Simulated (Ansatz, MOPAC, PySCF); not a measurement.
Pair of molecules: NH3 (SMILES N) (first 4 atoms) with C2H6O (SMILES COC); geometry from B3LYP-D3(BJ)/def2-TZVP, rigid monomers moved along the line of their centres of mass till H4···O6 is 3.95 Å.
(charge 0, multiplicity 1):
```xyz
13

N      0.498    -0.020     0.167
H     -0.037     0.569    -0.460
H      0.691    -0.883    -0.329
H     -0.099    -0.248     0.958
C     -0.598     1.196     5.048
O     -0.723    -0.199     4.854
C      0.443    -0.899     5.245
H      0.222     1.606     4.447
H     -0.420     1.434     6.104
H     -1.536     1.653     4.735
H      1.310    -0.582     4.653
H      0.258    -1.958     5.076
H      0.661    -0.739     6.309
```

Interaction energies are E(AB) − E(A) − E(B) at the monomers' geometry in the complex; basis-set methods are counterpoise corrected. Rows marked so take none.

Frozen-core correlation. Rows in 3-21G, 6-31G* carry no dispersion term and start afresh at each structure (6-31G* with six Cartesian d functions). MP2/6-31G* freezes PySCF's default core. The state that AM1, PM3, PM6, PM7 reach isn't checked; PM7 holds dispersion and hydrogen-bond terms.

Codes used: Ansatz (Gaussian orbitals); MOPAC for AM1, PM3, PM6, PM7 (differences of heats of formation); PySCF for 3-21G rows, 6-31G* rows, the dispersion terms. Values without a source in brackets are computed.

Other levels give for the interaction energy: PBE/def2-TZVPPD -0.52; B3LYP/def2-TZVPPD -0.39; B3LYP-D3(BJ)/def2-TZVPPD -0.64; wB97M-V/def2-TZVPPD -0.68; CCSD(T)/aug-cc-pVDZ -0.67 kcal/mol.

Task: What do these common cheap choices give for the same quantity: AM1, PM3, PM6, PM7, HF/3-21G (no counterpoise), HF/6-31G* (no counterpoise), M06-2X/6-31G* (no counterpoise), MP2/6-31G*?

Result: AM1 -0.34; PM3 -0.24; PM6 -0.62; PM7 -1.56; HF/3-21G (no counterpoise) -0.66; HF/6-31G* (no counterpoise) -0.60; M06-2X/6-31G* (no counterpoise) -0.64; MP2/6-31G* -0.60 kcal/mol. They span -1.56 to -0.24 kcal/mol.

Ansatz is a quantum-chemistry and plane-wave program.
